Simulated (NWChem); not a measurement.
System: TeF4; SMILES F[Te](F)(F)F

Output (shortened):

```
             Northwest Computational Chemistry Package (NWChem) 7.3.0
             --------------------------------------------------------

 C2V symmetry detected

                             Geometry "geometry" -> ""
                             -------------------------

 Output coordinates in angstroms (scale by  1.889725989 to convert to a.u.)

  No.       Tag          Charge          X              Y              Z
 ---- ---------------- ---------- -------------- -------------- --------------
    1 Te                  52.0000     0.00000000     0.00000000     0.29596408
    2 F                    9.0000     0.00000000    -1.95876551     0.08790008
    3 F                    9.0000    -1.46868512     0.00000000    -0.94290742
    4 F                    9.0000     0.00000000     1.95876551     0.08790008
    5 F                    9.0000     1.46868512     0.00000000    -0.94290742

 Effective nuclear repulsion energy (a.u.)     599.3154400783

      Symmetry information
      --------------------

 Group name             C2v
 Group number             16
 Group order               4
 No. of unique centers     3

                                 NWChem DFT Module
                                 -----------------

 Summary of "ao basis" -> "ao basis" (spherical)
 ------------------------------------------------------------------------------
       Tag                 Description            Shells   Functions and Types
 ---------------- ------------------------------  ------  ---------------------
 Te                        def2-svpd                13       35   5s5p3d
 F                         def2-svpd                 9       23   4s3p2d

      Symmetry analysis of basis
      --------------------------

        a1         48
        a2         17
        b1         31
        b2         31

            General Information
            -------------------
          SCF calculation type: DFT
          Wavefunction type:  closed shell.
          No. of atoms     :     5
          No. of electrons :    60
           Alpha electrons :    30
            Beta electrons :    30
          Charge           :     0
          Spin multiplicity:     1
          Use of symmetry is: on ; symmetry adaption is: on
          Maximum number of iterations: 150
          AO basis - number of functions:   127
                     number of shells:    49
          Convergence on energy requested:  1.00D-06
          Convergence on density requested:  1.00D-05
          Convergence on gradient requested:  5.00D-04

              XC Information
              --------------
                         PBE0 Method XC Functional
                     Hartree-Fock (Exact) Exchange  0.250
          PerdewBurkeErnzerhof Exchange Functional  0.750
            Perdew 1991 LDA Correlation Functional  1.000 local
           PerdewBurkeErnz. Correlation Functional  1.000 non-local

             Grid Information
             ----------------
          Grid used for XC integration:  coarse
          Radial quadrature: Mura-Knowles
          Angular quadrature: Lebedev.
          Tag              B.-S. Rad. Rad. Pts. Rad. Cut. Ang. Pts.
          ---              ---------- --------- --------- ---------
          Te                  1.40      104          10.0       302
          F                   0.50       35          11.0       302
          Grid pruning is: on
          Number of quadrature shells:   174
          Spatial weights used:  Erf1

      Superposition of Atomic Density Guess
      -------------------------------------

 Sum of atomic energies:        -708.41056380

      Non-variational initial energy
      ------------------------------

 Total energy =    -664.201677
 1-e energy   =   -1671.773440
 2-e energy   =     682.461192
 HOMO         =      -0.400275
 LUMO         =      -0.059011

      Symmetry analysis of molecular orbitals - initial
      -------------------------------------------------

  Numbering of irreducible representations:

     1 a1          2 a2          3 b1          4 b2

  Orbital symmetries:

     1 a1          2 b1          3 b2          4 a1          5 a1
     6 b2          7 b1          8 a1          9 a1         10 b1
    11 b2         12 a2         13 a1         14 a1         15 b2
    16 b1         17 a1         18 a1         19 b2         20 b1
    21 a1         22 a2         23 b2         24 a1         25 b1
    26 a1         27 b1         28 b2         29 a2         30 a1
    31 b1         32 a1         33 b2         34 a1         35 b1
    36 a1         37 b2         38 a1         39 b1         40 a1

   convergence    iter        energy       DeltaE   RMS-Dens  Diis-err
 ---------------- ----- ----------------- --------- --------- ---------
 d= 0,ls=0.0,diis     1   -666.5150914446 -9.92D+02  2.49D-02  1.88D+00
 d= 0,ls=0.0,diis     2   -666.0327822403  4.82D-01  1.27D-02  7.68D+00
 d= 0,ls=0.0,diis     3   -666.7475947540 -7.15D-01  1.71D-03  3.57D-02
 d= 0,ls=0.0,diis     4   -666.7485662297 -9.71D-04  7.63D-04  2.88D-02
 d= 0,ls=0.0,diis     5   -666.7508712217 -2.30D-03  2.17D-04  1.94D-03
  Resetting Diis
 d= 0,ls=0.0,diis     6   -666.7510355269 -1.64D-04  1.74D-05  4.91D-06
 d= 0,ls=0.0,diis     7   -666.7510360415 -5.15D-07  6.01D-06  1.11D-07

[...]

                         DFT ENERGY GRADIENTS

    atom               coordinates                        gradient
                 x          y          z           x          y          z
   1 Te      0.000000   0.000000   0.559291    0.000000   0.000000   0.015972
   2 F       0.000000  -3.701530   0.166107    0.000000  -0.007631   0.001205
   3 F      -2.775412   0.000000  -1.781837   -0.011804   0.000000  -0.009191
   4 F       0.000000   3.701530   0.166107   -0.000000   0.007631   0.001205
   5 F       2.775412   0.000000  -1.781837    0.011804   0.000000  -0.009191
```

Level: PBE0/def2-SVPD with def2 effective core potentials on Te. All runs use the structure optimised with PBE-D3(BJ)/def2-SVP. def2 effective core potentials on Te; no spin-orbit coupling.

Problem. Reconstruct the input file.

Solution. Several could match; the one computed here: the input that was run:
```
start job
memory heap 200 mb stack 900 mb global 1100 mb
geometry units angstroms noautoz
  Te    -0.000000     0.000000     0.292765
  F      1.958722     0.013055     0.084701
  F      0.009789    -1.468652    -0.946107
  F     -1.958722    -0.013056     0.084701
  F     -0.009789     1.468653    -0.946106
end
basis spherical
  * library def2-svpd
end
ecp
  Te library def2-ecp
end
dft
  xc pbe0
  iterations 150
  grid coarse
end
task dft gradient
```
